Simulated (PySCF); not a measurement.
Si(Cl)3(OH) (Cl3HOSi), SMILES O[Si](Cl)(Cl)Cl. Atoms are numbered in the order given.

```xyz
6

O      0.1069    -1.9015     0.0000
Si     0.0159    -0.2699     0.0000
Cl    -0.9726     0.4182    -1.6513
Cl     1.9239     0.4218     0.0000
Cl    -0.9726     0.4182     1.6513
H     -0.7168    -2.4001     0.0000
```

Geometry optimised at PBE0-D3(BJ)/def2-SVP. One conformer was computed; it need not be the lowest.

Calculation: SMD-B3LYP/6-31G* in PySCF.

Solvation free energies are E(SMD) − E(gas) at the gas-phase geometry, for 1 M in both phases. In vacuum the dipole moment is 1.97 D.

### Question
Rank water, 2-propanol, ethylethanoate by solvation free energy, most negative first.

### Answer
2-propanol (-8.3 kcal/mol), ethylethanoate (-5.8 kcal/mol), water (-4.8 kcal/mol)
